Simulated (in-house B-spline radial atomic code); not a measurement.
**Ionising C+ with different functionals**

Computed with a B-spline radial code for spherical atoms: non-relativistic Hamiltonian, point nucleus, spin-polarised at highest spin, spherical fractional occupations for the functionals, and exact exchange of hybrids averaged over the configuration. The ionisation energy is the difference of two self-consistent energies, [He] 2s2 2p1 → [He] 2s2, without Breit or QED terms; ε is the level of the shell that loses the electron (its least bound occupied spin orbital).

```tsv
method	rung	ΔSCF (eV)	-ε(2p) (eV)
PBE0	global hybrid	24.64	19.62
B3LYP	global hybrid	24.80	19.35
TPSSh	global hybrid	24.48	18.48
M06-2X	global hybrid	24.96	21.81
BHandHLYP	global hybrid	24.71	21.48
r2SCAN0	global hybrid	24.47	19.66
B97-1	global hybrid	24.54	19.21
HSE06	range-separated hybrid	24.65	19.22
wB97X	range-separated hybrid	24.48	22.22
CAM-B3LYP	range-separated hybrid	24.81	21.26
LC-wPBE	range-separated hybrid	24.82	22.81
```

(1) Among the functionals, which spreads more, the ΔSCF values or the orbital energies?

(2) How do they compare with the NIST value?

Answers

(1) The orbital energies: ΔSCF values span about 0.49 eV and the orbital energies 4.33 eV; here energy differences depend much less on the functional than eigenvalues do.

(2) NIST lists 24.383 eV (measured, ground level to ground level). Errors run from +0.09 to +0.57 eV; r2SCAN0 is closest (+0.09 eV), but part of that can be cancellation, since the calculations leave out relativity, Breit-QED terms, multiplet and fine-structure energies.
